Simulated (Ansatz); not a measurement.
`[SiH3][SiH2][SiH3]` + H₂Te → `[SiH3][SiH2][TeH]` + SiH₄ at 700 K and 1 bar (cleavage of the Si–Si bond).

Program: Ansatz. Geometries: PBE0-D4/def2-TZVP. ΔE: electronic, gas phase. CCSD(T)/CBS is the MP2 limit (def2-TZVPP, def2-QZVPP) plus CCSD(T) − MP2 in def2-TZVPP, frozen cores. This one scheme is used for every species. Elements past krypton have def2 core potentials. For Te outer-core shells are correlated without core-valence functions, which leaves a few kJ/mol of doubt a bond.

```
             species  CCSD(T)/CBS energy (Eh)  H − E (kJ/mol)  S (J/(mol·K))
`[SiH3][SiH2][SiH3]`               -872.02658           258.7          476.9
                H₂Te               -268.91024            57.2          261.6
 `[SiH3][SiH2][TeH]`               -849.49595           202.7          479.3
                SiH₄               -291.46306           115.5          252.9
```

H − E and S are ideal-gas, rigid-rotor, harmonic terms from PBE0-D4/def2-TZVP. 1 Eh = 2625.50 kJ/mol, R = 8.31446 J/(mol·K).

Problem. By hand: ΔE, ΔH, ΔS and ΔG.

Solution. ΔE = (-849.49595) + (-291.46306) − (-872.02658) − (-268.91024) = -0.02219 Eh = -58.3 kJ/mol. Δ(H − E) = 202.7 + 115.5 − 258.7 − 57.2 = 2.3, so ΔH = -56.0 kJ/mol. ΔS = 479.3 + 252.9 − 476.9 − 261.6 = -6.3 J/(mol·K). ΔG = -56.0 − 700 × (-6.3)/1000 = -51.6 kJ/mol.

Problem. By hand: the equilibrium constant, and the temperature at which ΔG would vanish if ΔH and ΔS stayed fixed.

Solution. log₁₀ K = −ΔG/(RT ln 10) = 3.9. ΔG = 0 at ΔH/ΔS = 8889 K, far beyond where these terms or the molecules hold.

The number of gas molecules stays the same, so ΔS is small and ΔH decides. A doubt of 5 kJ/mol in ΔE shifts log₁₀ K by 0.4 here. Modes under 60 cm⁻¹, often nearly free rotors, make the harmonic entropy too high. These are equilibria of isolated gas molecules and say nothing of rates. Largest T1 diagnostic: 0.013 (customary marks: 0.02 for closed shells, 0.045 for open ones).
